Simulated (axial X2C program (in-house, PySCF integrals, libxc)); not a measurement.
**ZrCl⁻ at several levels of theory**

All values were computed with an in-house all-electron X2C program for linear molecules (integrals from PySCF). Spin-free means the one-electron spin-free X2C Hamiltonian. Basis: Zr dyall-acv3z [12s13p10d6f3g], Cl dyall-av3z [9s8p3d2f] (cores contracted in-house); Gaussian nuclei, density fitting, unrestricted open shells. Masses: Zr 89.905 u, Cl 34.969 u.

Input:
```json
{"zs": [40, 17], "q": -1, "bas": ["dyall-acv3z", "dyall-av3z"], "levels": ["PBE0", "HF", "PBE"], "cc": true, "r0": 2.53, "thr": -1.0, "nmax": 90, "npts": 10, "nst": 2, "ntry": 6}
```
```bash
python so2c.py task.json out
```

Keys: zs atomic numbers; q charge; bas basis sets; levels methods; cc coupled cluster on or off; r0 starting distance in Å; thr threshold in hartree for freezing inner shells (an s shell follows its p shell); nmax most natural virtual spinors; npts points on the curve; nst determinants followed; ntry starts of the search. HF also brings MP2.

State, spin-free: M_S = 1, Λ = 0 (beyond evenly filled blocks: δ+α, δ-α); electrons by block: σα: 14, σβ: 14, π+α: 6, π+β: 6, π-α: 6, π-β: 6, δ+α: 2, δ+β: 1, δ-α: 2, δ-β: 1. Fragments: Zr + Cl-.

| Hamiltonian | level | Re (Å) | ωe (cm⁻¹) | ωexe (cm⁻¹) | Be (cm⁻¹) | De (eV) | D0 (eV) | k (mdyn/Å) | μ (D) |
| --- | --- | --- | --- | --- | --- | --- | --- | --- | --- |
| spin-free | PBE0 | 2.413 | 317.9 | 1.47 | 0.115 | 2.45 | 2.43 | 1.5 | 3.42 |
| spin-free | HF | 2.509 | 290.1 | 1.31 | 0.1064 | n/a | n/a | 1.25 | 4.25 |
| spin-free | CCSD | 2.462 | 312.7 | 1.56 | 0.1104 | 2.10 | 2.08 | 1.45 | n/a |
| spin-free | CCSD(T) | 2.454 | 317.0 | 1.63 | 0.1111 | 2.11 | 2.09 | 1.49 | n/a |
| spin-free | PBE | 2.403 | 318.3 | 1.52 | 0.116 | 2.53 | 2.51 | 1.5 | 3.39 |

Correlated methods: 12 electrons correlated (number of frozen shells: Zr 4 s, 3 p, 1 d; Cl 2 s, 1 p), 324 virtual spin orbitals or spinors in MP2, 90 natural virtuals in coupled cluster.

Dipoles are positive if Cl is the positive end and refer to the centre of mass.

De is counted from the lowest determinant-based energies of the atoms at the same level, without counterpoise correction. De is not given where an atomic determinant may have missed its ground term or J level, or where the truncated virtual space spoils (T). Coupled cluster ran in a truncated set of natural virtual spinors; the MP2 energy of the rest was added. (T) has no such correction and the atoms are truncated less, which lowers De at CCSD(T) by a hundredth of an eV or more. The state is one determinant with fixed occupations, lowest in a PBE0 search at one distance only: followed along the bond, the 2c determinant Ω = 2 reaches 0.06 eV lower at PBE0, at Re = 2.435 Å, so the state shown is not the lowest. The outer-core s and p shells of the metal are frozen in the correlated rows, which leaves out core–valence correlation; for alkali and alkaline-earth bonds that tends to lengthen them. The highest occupied level of some functionals is positive through self-interaction error; at Hartree–Fock it is bound. The determinant is spin-polarised beyond a pure state at some levels (its spin-free form has ⟨S²⟩ too high), which makes Re and μ there less reliable. The T1 diagnostic is large, a sign of multireference character. With the outer-core shells frozen, correlated bond lengths of heavy atoms tend to come out a few hundredths of an ångström too long.

No reliable constants came from CCSD (2c), CCSD(T) (2c), HF (2c), MP2 (2c), MP2 (spin-free), PBE (2c), PBE0 (2c): no minimum in range, unconverged points, a curve that is not smooth, a change of character along it, or the two Hamiltonians disagreeing along it.

The whole task took 4.5 min on 1 thread of Arm Neoverse V1, on a shared host.
